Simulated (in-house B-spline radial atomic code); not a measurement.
Ionising Sr7+ with different functionals

Computed with a B-spline radial code for spherical atoms: non-relativistic Hamiltonian, point nucleus, spin-polarised at highest spin, spherical fractional occupations for the functionals, and exact exchange of hybrids averaged over the configuration. The ionisation energy is the difference of two self-consistent energies, [Ar] 3d10 4s2 4p1 → [Ar] 3d10 4s2, without Breit or QED terms; ε is the level of the shell that loses the electron (its least bound occupied spin orbital). There is no spin-orbit coupling in this Hamiltonian.

| method | rung | ΔSCF (eV) | -ε(4p) (eV) |
| --- | --- | --- | --- |
| PBE0 | global hybrid | 120.08 | 114.26 |
| B3LYP | global hybrid | 120.38 | 114.02 |
| TPSSh | global hybrid | 119.97 | 113.05 |
| M06-2X | global hybrid | 119.74 | 116.67 |
| BHandHLYP | global hybrid | 120.17 | 116.26 |
| r2SCAN0 | global hybrid | 120.04 | 114.42 |
| B97-1 | global hybrid | 119.95 | 113.80 |
| HSE06 | range-separated hybrid | 120.16 | 113.81 |
| wB97X | range-separated hybrid | 120.07 | 116.78 |
| CAM-B3LYP | range-separated hybrid | ? | ? |
| LC-wPBE | range-separated hybrid | ? | ? |

What does LC-wPBE give?

ΔSCF 120.33 eV, and -ε(4p) = 117.47 eV.

What does CAM-B3LYP give?

ΔSCF 120.40 eV, and -ε(4p) = 115.99 eV.

Among the functionals, which spreads more, the ΔSCF values or the orbital energies?

The orbital energies: ΔSCF values span about 0.66 eV and the orbital energies 4.42 eV; here energy differences depend much less on the functional than eigenvalues do.

How do they compare with the NIST value?

NIST lists 121.21 eV ± 0.06 (semi-empirical, ground level to ground level). Errors run from -1.47 to -0.81 eV. The correlated functionals all miss on the same side by more than they spread, so the cause is common to them (relativity, Breit-QED terms, multiplet and fine-structure energies, or a listed next ion that isn't the cheapest removal here) and closeness doesn't rank the functionals.
